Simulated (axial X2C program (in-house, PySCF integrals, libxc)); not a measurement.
Low determinants of TaBr⁻ at the PBE0 level, spin-free

Calculated with an in-house relativistic program for diatomic molecules. Spin-free means the one-electron spin-free X2C Hamiltonian. Basis: Ta dyall-acv3z [14s15p10d7f4g], Br dyall-acv3z [9s10p7d5f1g] (cores contracted in-house); Gaussian nuclei, density fitting, unrestricted open shells. Masses: Ta 180.948 u, Br 78.918 u.

Search at 2.600 Å (vertical energies from the lowest determinant):

```csv
ΔE (eV),state,electrons beyond evenly filled partner blocks,"electrons in σ, π, δ, φ"
0.00,"M_S = 3/2, Λ = 2","π+α, π-α, δ+α",42 46 17 4
0.01,"M_S = 3/2, Λ = 1","π+α, δ+α, δ-α",42 45 18 4
0.44,"M_S = 3/2, Λ = 3","σα, π+α, δ+α",43 45 17 4
0.55,"M_S = 1/2, Λ = 2","π+α, π-α, δ+β",42 46 17 4
0.73,"M_S = 5/2, Λ = 2","2 × σα, π+α, π-α, δ+α",42 46 17 4
0.88,"M_S = 1/2, Λ = 3","σβ, π+α, δ+α",43 45 17 4
0.92,"M_S = 3/2, Λ = 0","σα, π+α, π-α",43 46 16 4
```

Lowest determinant, M_S = 3/2, Λ = 2 (beyond evenly filled blocks: π+α, π-α, δ+α): Re = 2.567 Å, ωe = 181.3 cm⁻¹.

The determinant in row 2 of the search, M_S = 3/2, Λ = 1 (beyond evenly filled blocks: π+α, δ+α, δ-α), was followed along the bond at PBE0; measured from the minimum of the lowest determinant it gives:

Te = -0.007 eV (-56 cm⁻¹), Re = 2.532 Å, ωe = 192.8 cm⁻¹.

(1) Compare the bond of the determinant in row 2 with that of the lowest one.

The search compares states at one distance, so a state with another bond length can lie lower; it is not exhaustive and yields mostly the lowest determinant of each block pattern, so other components and higher states of one pattern are missing. These are energies of single determinants, not of spin-adapted states; PBE0 term energies can be off by some tenths of an eV, and the functional has no current term. The lowest determinant need not be the ground state where others lie within half an eV. For an anion, determinants above electron detachment are held by the basis set. Spin–orbit coupling is large for these atoms, so the spin-free order is a model. The highest occupied level of some functionals is positive through self-interaction error; at Hartree–Fock it is bound. Row 2 is spin-contaminated (⟨S²⟩ = 4.01 against 3.75), so its values are not those of a pure state. Row 2 has a positive highest level at its minimum.

## Answers

(1) At PBE0 its Re is 0.035 Å shorter and its force constant, which goes as ωe², is 1.13 times that of the lowest determinant. This determinant mixes spin states, so it has no term energy of its own.
